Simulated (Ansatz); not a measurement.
Calculated with Ansatz (gas phase, PBE0-D4/def2-TZVP geometries, no zero-point term in ΔE). CBS: MP2 limit from def2 TZ/QZ plus the TZ coupled-cluster correction, frozen cores. This one scheme is used for every species. DFT in def2-TZVPP. B3LYP here is the variant with VWN-RPA as its local correlation; programs differ in this. Each species was taken in one conformer, which may not be the lowest.

Reaction (substitution at a C–S bond): `CC(=N)S` + `O[SiH2]O` → `CC(=N)O[SiH2]O` + H₂S

| level | ΔE (kJ/mol) | difference from CCSD(T)/CBS |
| --- | --- | --- |
| r2SCAN-D4 | -22.5 | -2.8 |
| PBE0-D4 | -24.0 | -4.3 |
| B3LYP-D4 | -24.0 | -4.3 |
| ωB97M-V | -28.8 | -9.1 |
| r2SCAN | -21.3 | -1.6 |
| PBE0 | -21.3 | -1.6 |
| SCS-MP2/def2-TZVPP | -20.2 | -0.5 |
| CCSD/def2-TZVPP | -27.0 | -7.3 |
| CCSD(T)/def2-TZVPP | -25.2 | -5.5 |
| MP2/CBS(def2) | -13.1 | 6.6 |
| CCSD(T)/CBS | -19.7 | 0 |

Largest T1 diagnostic among the species: 0.013.

The D4 term adds −4.3 kJ/mol with B3LYP and −2.7 kJ/mol with PBE0; it sums over pairs of atoms, weighted by their polarisabilities, and B3LYP, whose exchange is more repulsive, gets the larger term. From PBE to PBE0 (25 % exact exchange), in def2-TZVPP and without D4, ΔE moves by −6.2 kJ/mol. In def2-TZVPP, CCSD(T) changes the Hartree–Fock value by +9.6 kJ/mol (the triples alone add +1.7 kJ/mol) and MP2 by +16.2 kJ/mol.
